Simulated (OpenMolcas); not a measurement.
Ni2+: ligand-field states by method

Ni2+ with its 6 nearest fluoride ions at 2.092 Å, on the Ca site of CsCaF3 (a = 4.526 Å, distance in the model lattice 2.263 Å). The rest of the host is ab initio model potentials to 7.6 Å, with orthogonalisation functions on the cations behind the ligands, and point charges beyond; the distance is set by hand and nothing relaxes. Ligand basis ANO-RCC-VDZP.
```
Ni    0.0000    0.0000    0.0000
F     2.0920    0.0000    0.0000
F     0.0000    2.0920    0.0000
F    -2.0920    0.0000    0.0000
F     0.0000   -2.0920    0.0000
F     0.0000    0.0000    2.0920
F     0.0000    0.0000   -2.0920
```

* Program: OpenMolcas 26.06
* Basis: ANO-RCC-VDZP [5s4p2d1f]
* Scalar Hamiltonian: DKH2, point nucleus
* Active space: 8 electrons in 5 orbitals (3d)
* State averaging: 2S+1 = 3 even, 10 roots; 2S+1 = 1 even, 15 roots
* Spin-orbit coupling: RASSI with atomic mean-field integrals over the reference wave functions

I. CASSCF
II. SS-CASPT2, IPEA 0.25 Eh, imaginary shift 0.1 Eh (closed shells correlated: 3s 3p and the ligand valence shells)

Spin-free states (labels of O, the rotations of Oh) in cm-1, each column counted from its own energy of the first state listed:

```csv
State,Degeneracy,I,II
3A2,1,0,0
3T2,3,5227,6750
3T1,3,9167,11530
1E,2,18297,14470
1T2,3,22605,20330
3T1,3,25699,23900
1A1,1,28336,24920
1T1,3,29882,28650
1E,2,32684,32680
1T2,3,33435,33100
1A1,1,67498,58240
```

From I to II, I's first state of the same spin (3T2) moves from 5227 to 6750 cm-1, by about +1500 cm-1.

From I to II, I's first state of another spin (1E) moves from 18297 to 14470 cm-1, by about -3800 cm-1.

I: A least-squares ligand-field fit to the states below 45000 cm-1, each weighted by its degeneracy and with a free common offset, gives 10Dq = 5118 cm-1, B = 1274 cm-1 and C = 4683 cm-1 (C/B = 3.67), with an rms deviation of 57 cm-1. 

χT at 300 K: I 1.59, II 1.46 cm3 K/mol.

Roots that are degenerate in the reference are averaged as groups; the widest CASPT2 spread within a group is 51 cm-1 (the 3-fold group of multiplicity 3 near 23900 cm-1 above the lowest state of its run, II). Shifts and gaps below about the spread of the groups concerned are not significant. Over all roots computed the reference weight is 0.72 to 0.73 in II; a low but even weight reflects the number of correlated electrons. Ligand-to-metal charge-transfer states are missing. Without dynamic correlation the repulsion within the d shell is too large (B by tens of per cent), so at a given field states of lower spin stand too high (holds for I). With no ligand orbital active B as a rule stays too high, so bands that hang on it stand too high and its fall with covalency is understated (holds for I). With metal d orbitals alone and no dynamic correlation 10Dq can be off by a tenth to a fifth, either way, in oxide and fluoride hosts (holds for I). A single d shell leaves out the double-shell effect, which counts most for late 3d ions, where the CASPT2 field can be off either way by tens of per cent (holds for II). These CASPT2 states fit no ligand-field parameters well, so their order and spin gaps are uncertain (holds for II). For late 3d ions with one d shell CASPT2 can put B and the spin-flip bands somewhat low as well as high (holds for II). With one d shell and no ligand orbital active, 10Dq can be off by tens of per cent for divalent 3d ions, low with halides held by bare charges and at times high in hosts, and the orbital part of g and χT goes as 1/10Dq (holds for II). Free-ion shares, where given, are those of the reference states; single-state CASPT2 does not remix them (holds for II). No measured value stands beside these numbers; the geometry was set by hand and not optimised.
